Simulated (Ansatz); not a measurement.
Stepwise reaction of `C[CH2][Al]([CH3])[CH3]` with hydrogen sulfide, as a gas-phase model of exchange steps in deposition or etching. ΔE in kJ/mol; ΔG adds harmonic PBE0-D4 terms to CCSD(T)/CBS, at 1 bar.

Program: Ansatz. Geometries: PBE0-D4/def2-TZVP. ΔE: electronic, gas phase. CBS: MP2 limit from def2 TZ/QZ plus the TZ coupled-cluster correction, frozen cores. This one scheme is used for every species. Functionals use def2-TZVPP. B3LYP here is the variant with VWN-RPA as its local correlation; programs differ in this. Each species was taken in one conformer, which may not be the lowest.

```
step                                                        reaction  PBE-D4  B3LYP-D4  ωB97M-V  CCSD(T)/CBS  ΔG(500 K)
   1  `C[CH2][Al]([CH3])[CH3]` + H₂S → `C[CH2][Al]([CH3])[SH]` + CH₄  -135.5    -135.8   -133.0       -136.0     -103.1
   2    `C[CH2][Al]([CH3])[SH]` + H₂S → `C[CH2][Al]([SH])[SH]` + CH₄  -120.3    -121.0   -118.1       -121.5     -100.5
```

(1) By hand: ΔE of the 2 steps together at CCSD(T)/CBS.

Answers

(1) (-136.0) + (-121.5) = -257.5 kJ/mol, or -128.8 kJ/mol a step.

In ΔE each step is higher than the one before. All are downhill at CCSD(T)/CBS. ΔG lies between -103.1 and -100.5 kJ/mol a step. PBE-D4 differs from CCSD(T)/CBS by 0.5 to 1.2 kJ/mol a step. Only this route is followed, and other bonds may react first. Isolated molecules leave out the surface, adducts and barriers. Largest T1 diagnostic: 0.011.
